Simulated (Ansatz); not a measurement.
selenium hexafluoride (F6Se), singlet, geometry from GFN2-xTB; Ansatz (a program for electronic structure) with CAM-B3LYP/STO-3G.

Input for Ansatz:
Ansatz 0.2 input:
```yaml
crystal:
  periodic: [false, false, false]
  atoms:
    - {symbol: F, position_ang: [0.97227429, -1.31989934, -0.49748921]}
    - {symbol: Se, position_ang: [-0.00000000, 0.00000000, 0.00000000]}
    - {symbol: F, position_ang: [1.22973411, 1.08914258, -0.48628133]}
    - {symbol: F, position_ang: [-1.22973411, -1.08914258, 0.48628133]}
    - {symbol: F, position_ang: [-0.69092966, 0.08112488, -1.56556125]}
    - {symbol: F, position_ang: [0.69092966, -0.08112488, 1.56556125]}
    - {symbol: F, position_ang: [-0.97227429, 1.31989934, 0.49748921]}
basis:
  gaussian:
    orbitals: STO-3G
hamiltonian:
  xc: cam_b3lyp
```

### Question
Write the output that Ansatz gives for this input, abridged.

### Answer

```
Functional definition: CAM-B3LYP
644 factors; integrals over basis functions are off by at most 1.9e-5 eV
177 factors; integrals over basis functions are off by at most 3.5e-7 eV
mean field evaluation 1: about -80666.4391 eV, gradient 4.2e1 eV
mean field evaluation 2: about -80672.5512 eV, gradient 1.7e1 eV
mean field evaluation 4: about -80673.5803 eV, gradient 2.9e-1 eV
mean field evaluation 8: about -80673.6341 eV, gradient 2.0e-3 eV
mean field -80673.63411211 eV, -2964.7013710667 hartree, gradient 2.7e-5 eV, S^2 0.000000; 0 other end points of the search recorded, 0 dependent functions left out
reference -80673.63416300 eV, -2964.7013729370 hartree; 44, 44 occupied and 4, 4 virtual orbitals, 644 factors
Total energy: -80673.63416300 eV, -2964.7013729370 hartree
```
